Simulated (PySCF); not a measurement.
## Working out the ionisation energy of Se+

Se+ [Ar] 3d10 4s2 4p3 (4S) → Se(2+) [Ar] 3d10 4s2 4p2 (3P). Calculation: PySCF 2.14, in aug-cc-pVDZ-DK; scalar relativity by spin-free X2C-1e. Frozen: [Ar] 3d10. Energies in hartree (1 hartree = 27.21139 eV):

| part | Se+ (lower) | Se(2+) (upper) |
| --- | --- | --- |
| UHF | -2427.647810 | -2426.881924 |
| CCSD correlation | -0.072142 | -0.060445 |
| (T) | -0.000822 | -0.000597 |

Task: What does Hartree-Fock give?

Result: (-2426.881924) − (-2427.647810) = 0.765886 hartree = 20.841 eV.

Task: What do CCSD and CCSD(T) give?

Result: The CCSD correlation energies differ by 0.011697 hartree = 0.318 eV and the triples by 0.000225 hartree = 0.006 eV, so CCSD gives 21.159 eV and CCSD(T) 21.165 eV.

Reference: 21.196 ± 0.01 eV (measured; NIST Atomic Spectra Database, ionization energies), between the lowest levels; spin-orbit coupling is absent from the calculation.

A double-zeta basis recovers only part of the correlation energy.

What remains against the reference includes basis incompleteness, the frozen core and higher excitations.
